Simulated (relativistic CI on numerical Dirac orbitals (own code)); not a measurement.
# Sensitivity of the levels of Tb⁸⁺ to α and to the nuclear radius

These numbers are calculated, not measured: Dirac-Coulomb-Breit CI, separate exchange-only KLI orbitals for each configuration, derivatives by finite differences, unscaled Slater integrals, QED left out (own radial code, finite nucleus).

Configuration list (outside the closed core [Kr] 4d10 5s2): 4f7 5p2. The list is cut by size and lacks configurations that can hold low levels.

With x = (α/α₀)² − 1 an excitation energy changes as ω = ω₀ + qx; K = 2q/ω₀ is the relative enhancement. Terms are leading LS components, so labels can repeat. The field-shift factor is F = δν/δ⟨r²⟩ for the transition from the lowest level.

Lowest level 4f7 5p2 10P°_7/2.

```
            Level  ω₀ (cm⁻¹)  q (cm⁻¹)        K  F (GHz/fm²)
 4f7 5p2 10P°_9/2    29344.6     47120     3.21        -3.74
  4f7 5p2 8P°_7/2    44071.0      3549    0.161       -0.153
4f7 5p2 10P°_11/2    44104.3     55930     2.54        -4.45
  4f7 5p2 8P°_5/2    46731.5     -2154  -0.0922        0.477
  4f7 5p2 8D°_3/2    49432.9     -4902   -0.198        0.927
  4f7 5p2 8K°_7/2    50287.7     -6470   -0.257        0.953
  4f7 5p2 8K°_9/2    51397.9     -5359   -0.209        0.966
 4f7 5p2 8H°_17/2    52131.8     -4898   -0.188        0.928
 4f7 5p2 8K°_11/2    52339.6     -4573   -0.175         0.98
 4f7 5p2 8H°_15/2    52893.7     -4113   -0.156        0.956
 4f7 5p2 8K°_13/2    52898.6     -4158   -0.157        0.977
  4f7 5p2 8D°_9/2    53661.1      9191    0.343        -0.25
  4f7 5p2 8P°_7/2    55328.4     29500     1.07        -2.25
```

At this charge configurations can still be misplaced by up to about 7 % of their energy. Terms inside the open d or f shell come out 10 to 20 % too wide with unscaled integrals. Levels and lines within the n = 5 or 6 shells can be off by up to 10 % or somewhat more, and those that change n by about 2 %, since core polarisation is missing.
